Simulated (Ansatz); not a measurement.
Reaction (cleavage of the Si–B bond): `C[Se]B[SiH3]` + `F[SiH2]P` → `F[SiH2]P[SiH3]` + `B[Se]C`

Program: Ansatz. Geometries: PBE0-D4/def2-TZVP. ΔE: electronic, gas phase. CCSD(T)/CBS is the MP2 limit (def2-TZVPP, def2-QZVPP) plus CCSD(T) − MP2 in def2-TZVPP, frozen cores. DFT in def2-TZVPP. HSE06 is defined as in plane-wave codes. For Se outer-core shells are correlated without core-valence functions, which leaves a few kJ/mol of doubt a bond. Scalar relativity is left out up to krypton. Each species was taken in one conformer, which may not be the lowest.

```csv
level,ΔE (kJ/mol)
LDA (SPW92),-28.4
r2SCANh-D4,-35.3
HSE06-D4,-34.6
MP2/def2-TZVPP,-38.8
```

(1) What does CCSD(T)/CBS give? (Estimate.)

Largest T1 diagnostic among the species: 0.014.

Answers

(1) The calculation gave: -34.8 kJ/mol. The listed levels differ from it by 6.4, -0.5, 0.2, -4.0 kJ/mol.

Leaving LDA and LC-ωPBE aside and taking each functional with its dispersion term where it has one, the values, not all of them listed here, spread over 5.1 kJ/mol, from BHLYP-D4 to PBE-D4. The D4 term adds −3.6 kJ/mol with B3LYP and −1.9 kJ/mol with PBE0; it sums over pairs of atoms, weighted by their polarisabilities, and B3LYP, whose exchange is more repulsive, gets the larger term. From BLYP to BHLYP (50 % exact exchange), in def2-TZVPP and without D4, ΔE moves by −6.1 kJ/mol.

B3LYP here is the variant with VWN-RPA as its local correlation; programs differ in this.
